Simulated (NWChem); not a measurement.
Si2SbH6F; SMILES [SiH3][Sb]([SiH3])[F]

Program: NWChem. Coordinates come from a PBE-D3(BJ)/def2-SVP optimisation. No frequency run checked for a minimum. def2 effective core potentials on Sb; no spin-orbit coupling. Level r2SCAN/def2-SVP: energy and gradient on several grids; changes count from the extra-fine grid, which is no exact limit either.

### Question
Which is the coarsest grid (coarse; medium; xcoarse; fine; xfine) from which on the energy stays within 50 μHa and each gradient component within 100 μHa/bohr of xfine?

### Answer
fine.
```json
[
 {"grid": "xcoarse", "size of the energy change (μHa)": "10000", "largest change of a gradient component (μHa/bohr)": "5000", "time, medium = 1 (rough)": "about 1"},
 {"grid": "coarse", "size of the energy change (μHa)": "300", "largest change of a gradient component (μHa/bohr)": "600", "time, medium = 1 (rough)": "about 1"},
 {"grid": "medium", "size of the energy change (μHa)": "200", "largest change of a gradient component (μHa/bohr)": "50", "time, medium = 1 (rough)": "about 1"},
 {"grid": "fine", "size of the energy change (μHa)": "20", "largest change of a gradient component (μHa/bohr)": "40", "time, medium = 1 (rough)": "about 1"},
 {"grid": "xfine", "size of the energy change (μHa)": "< 10", "largest change of a gradient component (μHa/bohr)": "< 30", "time, medium = 1 (rough)": "2"}
]
```
